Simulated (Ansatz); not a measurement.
`O[Si@H]1C[Si@@H](O)C1` → 2 C• + 8 H• + 2 O• + 2 Si•  (atomization)

Gas-phase electronic energies from Ansatz, PBE0-D4/def2-TZVP geometries. CCSD(T)/CBS adds triple-zeta CCSD(T) − MP2 to the extrapolated MP2 energy (def2 sets, frozen cores). This one scheme is used for every species, atoms too. Functionals use def2-TZVPP. B3LYP here is the variant with VWN-RPA as its local correlation; programs differ in this. No spin–orbit coupling; open shells (•) take unrestricted orbitals. Spin–orbit coupling would lower the free atoms: a little for C, O, Si. One conformer a species, not always the lowest.

`O[Si@H]1C[Si@@H](O)C1`:

Z-matrix (Å, degrees):
```
Si
C 1 1.891
Si 1 2.563 2 46.7
C 1 1.892 2 89.6 3 21.6
O 1 1.646 2 112.8 3 -93.6
H 1 1.484 2 117.9 3 143.0
H 2 1.089 1 120.1 3 122.3
H 2 1.096 1 109.9 3 -110.0
O 3 1.659 1 101.2 2 -101.8
H 3 1.491 1 148.7 2 77.4
H 4 1.089 1 119.5 2 -144.3
H 4 1.096 1 110.2 2 88.7
H 5 0.961 1 115.2 2 45.4
H 9 0.958 3 117.6 1 -128.7
```

| level | ΔE (kcal/mol) | difference from CCSD(T)/CBS |
| --- | --- | --- |
| r2SCAN-D4 | 1294.8 | -0.2 |
| B3LYP-D4 | 1284.9 | -10.1 |
| ωB97X-V | 1296.0 | 1.0 |
| ωB97M-V | 1296.4 | 1.4 |
| B3LYP | 1270.8 | -24.2 |
| HF/def2-TZVPP | 945.6 | -349.4 |
| SCS-MP2/def2-TZVPP | 1274.5 | -20.5 |
| SCS-MP2/def2-QZVPP | 1298.7 | 3.7 |
| HF/CBS(def2) | 948.4 | -346.6 |
| MP2/CBS(def2) | 1318.8 | 23.8 |
| CCSD(T)/CBS | 1295.0 | 0 |

Largest T1 diagnostic among the species: 0.012.

From PBE to PBE0 (25 % exact exchange), in def2-TZVPP and without D4, ΔE moves by −16.6 kcal/mol: exact exchange takes away binding that semilocal exchange gives to molecules. In def2-TZVPP, CCSD(T) changes the Hartree–Fock value by +313.1 kcal/mol (the triples alone add +18.1 kcal/mol) and MP2 by +336.8 kcal/mol; breaking electron pairs costs correlation energy, which Hartree–Fock lacks.

For atomizations the MP2-based limit and the directly extrapolated one differ by several kJ/mol either way, and by 10 to 25 for some Ge, Se and Sn compounds, so smaller differences from it don't rank the levels.
